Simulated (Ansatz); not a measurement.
Al₄P₃⁺, relaxed as a singlet with RKS PBE-D4/def2-SVP in Ansatz, starting from the GFN1-xTB geometry. Force threshold 0.02 eV/Å.

The structure comes from a short search, and lower isomers may exist.

Start:

```
atom   x (Å)   y (Å)   z (Å)
 Al1   0.429   2.050   0.746
 Al2  -3.326  -0.344  -0.661
 Al3   3.584  -0.094  -0.839
 Al4   0.338  -2.319   1.213
  P5  -0.827  -0.450   0.049
  P6   1.379  -0.282   0.035
  P7  -1.578   1.439  -0.543
```

**Question.** Estimate the energy that the relaxation releases and the steps that it takes.

**Answer.** 1.15 eV, in 22 steps; 29 s on 4 threads of Arm Neoverse V2 on a shared host. No frequencies were taken in this run, so the end may be a saddle point.

**Question.** Does the start keep its bonding?

**Answer.** Bonds formed: Al3–P7 (atoms count from 1). The end is the same structure that another start reached.

**Question.** Predict the relaxed structure.

**Answer.** 
Cartesian coordinates in Å:
```
Al 0.223 1.753 1.274
Al -2.731 -0.018 -1.254
Al 1.530 0.220 -1.538
Al 0.492 -2.501 1.592
P -0.541 -0.610 0.080
P 1.579 -0.243 0.865
P -0.552 1.398 -1.020
```
Bond lengths (bridged metal pairs left out): 8 × Al–P 2.45 to 2.63 Å; 2 × P–P 2.29 Å.
